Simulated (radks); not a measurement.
Values are calculated unless marked as measured or tabulated.
The nickel ion Ni3+, 25 electrons, occupied as [Ar] 3d(up 4.625, down 2.375) (fractional occupations, a model configuration).

Level of theory: scalar-relativistic Kohn-Sham, SCAN, spin-polarised, spherical densities, finite nucleus; meta-GGA in the generalised Kohn-Sham scheme; Fermi nuclear charge, rms radius 3.7757 fm (a radial shooting solver on a logarithmic mesh with Libxc functionals).

Energy parts (Ry):
total: -3037.24678
kinetic: 3079.69533
electron-nucleus: -7217.32628
Hartree: 1225.64491
exchange-correlation: -125.26074

Orbitals (lengths in bohr, moments of r in powers of bohr):
| orbital | occ. | eigenvalue (Ry) | <1/r> |
|---|---|---|---|
| 1s up | 1 | -608.5083 | 28.09 |
| 1s down | 1 | -608.5081 | 28.09 |
| 2s up | 1 | -75.97481 | 6.084 |
| 2s down | 1 | -75.83360 | 6.092 |
| 2p up | 3 | -65.63579 | 5.956 |
| 2p down | 3 | -65.53112 | 5.963 |
| 3s up | 1 | -11.47931 | 1.932 |
| 3s down | 1 | -11.21780 | 1.923 |
| 3p up | 3 | -8.42689 | 1.790 |
| 3p down | 3 | -8.16701 | 1.779 |
| 3d up | 4.625 | -3.57516 | 1.468 |
| 3d down | 2.375 | -3.32290 | 1.443 |

The highest occupied level is 3d down at -45.210 eV. The electron density at the nucleus is 1.976e+04 e/bohr^3 (large components only).
